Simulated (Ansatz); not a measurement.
`Cl[C]1=[CH][SnH2]1`, relaxed with RKS PBE0-D4/def2-TZVP in the Gaussian-basis code of Ansatz from a PBE-D4/def2-SVP geometry. The force threshold is 0.005 eV/Å; the program also tests the step.

The species carries charge 0 and has multiplicity 1. Sn takes the def2 core potential.

Start:

```xyz
7

Cl    2.090   -0.596   -1.707
C     0.826   -0.146   -0.612
C     0.608    0.924    0.164
Sn   -1.033   -0.455    0.392
H     1.135    1.867    0.385
H    -1.105   -1.459    1.788
H    -2.522   -0.135   -0.410
```

(1) By how much does the energy fall, and how many steps does the optimiser take? (An estimate is asked.)

(2) Which bonds change most? (Estimate.)

(3) Give the relaxed structure. (Estimate.)

Answers

(1) Computed: 5.35 kJ/mol, in 5 steps.

(2) Computed: C3–Sn4 from 2.155 to 2.111 Å; C2–Sn4 from 2.135 to 2.093 Å; Sn4–H6 from 1.721 to 1.697 Å; Sn4–H7 from 1.721 to 1.697 Å.

(3) Computed: 
```xyz
7

Cl    2.059   -0.586   -1.678
C     0.801   -0.145   -0.603
C     0.596    0.912    0.164
Sn   -1.016   -0.430    0.396
H     1.126    1.834    0.375
H    -1.085   -1.443    1.756
H    -2.481   -0.143   -0.411
```
